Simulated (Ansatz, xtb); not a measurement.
BGaH4Si2: where a starting geometry ends

The starting geometry of this gas-phase singlet was built from a drawn formula by distance geometry; its bonds are those of `[GaH2][Si]1=B[SiH2]1`.

```xyz
8

B    -2.2889   -2.5640    0.7495
Ga   -0.0997   -3.1804    4.0153
Si   -1.3590   -2.7614    1.9857
Si   -0.5664   -1.9482    0.0682
H     0.1443   -1.9688    4.5094
H     0.3266   -4.5205    3.9515
H     0.0248   -0.5770    0.1822
H    -0.1116   -2.8126   -1.0246
```

Q: Predict what becomes of its bonds when it is optimised with r2SCAN-D4/def2-SVP.

A: It rearranges, giving a structure given below by its coordinates. Distances that change by over a tenth: B1–Si3 (1.56 → 1.86 Å), Ga2–H5 (1.33 → 1.56 Å), Ga2–H6 (1.41 → 1.57 Å). Contacts that open: Si3–Si4 (2.23 → 3.02 Å). Contacts that close: B1–Ga2 (3.98 → 2.11 Å).

The energy falls by 3.54 eV over 41 steps:

| step | E − E(last) (eV) |
| --- | --- |
| 1 | 3.540 |
| 5 | 0.945 |
| 10 | 0.725 |
| 14 | 0.666 |
| 19 | 0.618 |
| 23 | 0.392 |
| 28 | 0.036 |
| 32 | 0.005 |
| 37 | 0.000 |
| 41 | 0.000 |

Final geometry (Å):

```xyz
8

B    -1.1106   -3.0325    1.3934
Ga   -0.1671   -3.4721    3.2294
Si   -2.3447   -2.2273    2.5239
Si   -0.4470   -1.7615    0.2261
H     1.3155   -3.8970    2.9856
H    -0.7857   -3.7272    4.6449
H    -1.1761   -1.2770   -0.9832
H     0.7858   -0.9384    0.4171
```

From the same start GFN2-xTB ends elsewhere, differing in B1–Ga2 (4.07 against 2.11 Å here).

No frequencies were run, so the end isn't proven a minimum. Run with Ansatz 0.2.0, 110 s on 1 thread of Intel(R) Xeon(R) 6975P-C (Granite Rapids), on a shared host.
